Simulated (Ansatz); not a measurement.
`B[TeH]` + `[SiH3]S` → `BS[SiH3]` + H₂Te at 700 K and 1 bar (ligand exchange at a B–Te bond).

Calculated with Ansatz (gas phase, PBE0-D4/def2-TZVP geometries, no zero-point term in ΔE). CCSD(T)/CBS is the MP2 limit (def2-TZVPP, def2-QZVPP) plus CCSD(T) − MP2 in def2-TZVPP, frozen cores. Elements past krypton have def2 core potentials. For Te outer-core shells are correlated without core-valence functions, which leaves a few kJ/mol of doubt a bond.

```json
{"species": "`B[TeH]`", "CCSD(T)/CBS energy (Eh)": "-294.31292", "H − E (kJ/mol)": "110.7", "S (J/(mol·K))": "324.5"}
{"species": "`[SiH3]S`", "CCSD(T)/CBS energy (Eh)": "-689.27336", "H − E (kJ/mol)": "135.5", "S (J/(mol·K))": "340.5"}
{"species": "`BS[SiH3]`", "CCSD(T)/CBS energy (Eh)": "-714.68055", "H − E (kJ/mol)": "186.5", "S (J/(mol·K))": "398.7"}
{"species": "H₂Te", "CCSD(T)/CBS energy (Eh)": "-268.91024", "H − E (kJ/mol)": "57.2", "S (J/(mol·K))": "261.6"}
```

H − E and S are ideal-gas, rigid-rotor, harmonic terms from PBE0-D4/def2-TZVP. 1 Eh = 2625.50 kJ/mol, R = 8.31446 J/(mol·K).

Task: By hand: ΔE, ΔH, ΔS and ΔG.

Result: ΔE = (-714.68055) + (-268.91024) − (-294.31292) − (-689.27336) = -0.00451 Eh = -11.8 kJ/mol. Δ(H − E) = 186.5 + 57.2 − 110.7 − 135.5 = -2.5, so ΔH = -14.3 kJ/mol. ΔS = 398.7 + 261.6 − 324.5 − 340.5 = -4.7 J/(mol·K). ΔG = -14.3 − 700 × (-4.7)/1000 = -11.0 kJ/mol.

Task: By hand: the equilibrium constant, and the temperature at which ΔG would vanish if ΔH and ΔS stayed fixed.

Result: log₁₀ K = −ΔG/(RT ln 10) = 0.8. ΔG = 0 at ΔH/ΔS = 3043 K, far beyond where these terms or the molecules hold.

The number of gas molecules stays the same, so ΔS is small and ΔH decides. A doubt of 5 kJ/mol in ΔE shifts log₁₀ K by 0.4 here. These are equilibria of isolated gas molecules and say nothing of rates. Largest T1 diagnostic: 0.015 (customary marks: 0.02 for closed shells, 0.045 for open ones).
